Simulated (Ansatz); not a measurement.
Consider the redistribution: `[F][SnH2][AsH2]` + `NC(=O)[SiH3]` → `O=C([SiH3])[AsH2]` + `[NH2][SnH2][F]`.

Program: Ansatz. Geometries: PBE0-D4/def2-TZVP. ΔE: electronic, gas phase. CCSD(T)/CBS is the MP2 limit (def2-TZVPP, def2-QZVPP) plus CCSD(T) − MP2 in def2-TZVPP, frozen cores. DFT in def2-TZVPP. B3LYP here is the variant with VWN-RPA as its local correlation; programs differ in this. Elements past krypton have def2 core potentials. For As, Sn outer-core shells are correlated without core-valence functions, which leaves a few kJ/mol of doubt a bond. Scalar relativity is left out up to krypton. Each species was taken in one conformer, which may not be the lowest.

```json
{"level": "PBE-D4", "ΔE (kcal/mol)": "27.9", "difference from CCSD(T)/CBS": "3.1"}
{"level": "PBE0-D4", "ΔE (kcal/mol)": "29.3", "difference from CCSD(T)/CBS": "4.5"}
{"level": "B3LYP-D4", "ΔE (kcal/mol)": "27.1", "difference from CCSD(T)/CBS": "2.3"}
{"level": "ωB97X-V", "ΔE (kcal/mol)": "27.0", "difference from CCSD(T)/CBS": "2.2"}
{"level": "ωB97M-V", "ΔE (kcal/mol)": "27.0", "difference from CCSD(T)/CBS": "2.2"}
{"level": "SCS-MP2/def2-TZVPP", "ΔE (kcal/mol)": "23.1", "difference from CCSD(T)/CBS": "-1.7"}
{"level": "CCSD(T)/def2-TZVPP", "ΔE (kcal/mol)": "23.3", "difference from CCSD(T)/CBS": "-1.5"}
{"level": "MP2/def2-QZVPP", "ΔE (kcal/mol)": "25.0", "difference from CCSD(T)/CBS": "0.2"}
{"level": "SCS-MP2/def2-QZVPP", "ΔE (kcal/mol)": "23.9", "difference from CCSD(T)/CBS": "-0.9"}
{"level": "CCSD/CBS(def2)", "ΔE (kcal/mol)": "25.5", "difference from CCSD(T)/CBS": "0.7"}
{"level": "CCSD(T)/CBS", "ΔE (kcal/mol)": "24.8", "difference from CCSD(T)/CBS": "0"}
```

Largest T1 diagnostic among the species: 0.016.

From PBE to PBE0 (25 % exact exchange), in def2-TZVPP and without D4, ΔE moves by +1.3 kcal/mol. In def2-TZVPP, CCSD(T) changes the Hartree–Fock value by −5.2 kcal/mol (the triples alone add −0.7 kcal/mol) and MP2 by −4.3 kcal/mol.
